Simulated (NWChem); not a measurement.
## Correlation energy of iodine monochloride (ClI)

SMILES: ClI
```xyz
2

Cl     0.0000     0.0000     1.8075
I      0.0000     0.0000    -0.5798
```
Charge 0, spin multiplicity 1.

The numbers come from NWChem runs, not from measurements. All single points use one geometry, from B3LYP/def2-SVP with def2 effective core potentials on I, a minimum by its harmonic frequencies.

Basis set: def2-TZVP. Each correlation energy counts from its own Hartree-Fock reference.

Effective core potentials replace the inner electrons of I; spin-orbit coupling is left out. The correlated methods keep 9 core orbitals frozen. Coupled-cluster values serve here as a point of comparison, not as the truth.

Task: Order these methods by the correlation energy they give, lowest first: MP2, SCS-MP2, CR-CCSD[T], CCSD, CCSD+T(CCSD).

Result: CCSD+T(CCSD) (-689.1 mHa), CR-CCSD[T] (-684.3 mHa), MP2 (-678.7 mHa), CCSD (-669.4 mHa), SCS-MP2 (-617.7 mHa)
